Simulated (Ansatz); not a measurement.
The cluster Ga4As4⁻, relaxed as a quartet with UKS r2SCAN-D4/def2-SVP in Ansatz, starting from the r2SCAN-D4/def2-SVP geometry of the charge -1 doublet. Force threshold 0.03 eV/Å.

At r2SCAN-D4/def2-SVP a doublet of charge -1 lies 0.62 eV below the quartet, each at its own geometry. The structure comes from a short search, and lower isomers may exist.

Start:

```xyz
8

Ga    0.1483   -1.8714    2.0084
Ga   -1.7032   -0.7797   -2.1025
Ga    0.3236    1.6490    1.7418
Ga    0.9410   -0.4030   -0.3816
As    0.5453    0.4583   -2.5740
As    2.1041   -0.2528    1.6750
As   -1.5312   -0.4414    0.4533
As   -0.8278    1.6410   -0.8204
```

| step | energy (eV) | largest force component (eV/Å) | SCF passes |
| --- | --- | --- | --- |
| 1 | -452825.8357 | 0.819 | 66 |
| 2 | -452826.2476 | 0.598 | 39 |
| 3 | -452826.4397 | 0.710 | 34 |
| 4 | -452826.5443 | 0.302 | 36 |
| 5 | -452826.6246 | 0.200 | 35 |
| 6 | -452826.6471 | 0.140 | 32 |
| 7 | -452826.6774 | 0.153 | 34 |
| 8 | -452826.7190 | 0.304 | 40 |
| 9 | -452826.7952 | 0.343 | 39 |
| 10 | -452826.8919 | 0.373 | 39 |
| 11 | -452826.9310 | 0.435 | 38 |
| 12 | -452826.9868 | 0.219 | 35 |
| 13 | -452827.0173 | 0.140 | 36 |
| 14 | -452827.0241 | 0.318 | 34 |
| 15 | -452827.0360 | 0.130 | 30 |
| 16 | -452827.0543 | 0.100 | 34 |
| 17 | -452827.0655 | 0.110 | 35 |
| 18 | -452827.0743 | 0.107 | 27 |
| 19 | -452827.0857 | 0.096 | 32 |
| 20 | -452827.0968 | 0.140 | 33 |
| 21 | -452827.1030 | 0.092 | 31 |
| 22 | -452827.1062 | 0.076 | 26 |
| 23 (rejected) | -452827.1045 | 0.101 | 28 |
| 24 | -452827.1078 | 0.011 | 29 |

Force components are those of the run's own axes.

End:

```
atom   x (Å)   y (Å)   z (Å)
 Ga1  -0.233  -1.570   1.214
 Ga2  -1.204  -1.311  -1.289
 Ga3   0.188   1.354   1.819
 Ga4   1.586   0.063  -0.627
 As5   0.293   0.188  -2.633
 As6   1.989  -0.634   1.612
 As7  -2.010   0.222   0.707
 As8  -0.609   1.689  -0.803
```

Bonds lost: Ga4–As7 (atoms count from 1). Bonds formed: Ga3–As7 (atoms count from 1). Metal–metal contacts that move far: Ga1–Ga2 4.64 to 2.70 Å.

No frequencies were taken in this run, so the end may be a saddle point.

Run time 3.8 min (6 threads of Intel Xeon Platinum 8488C on a shared host), peak host memory 0.94 GiB.
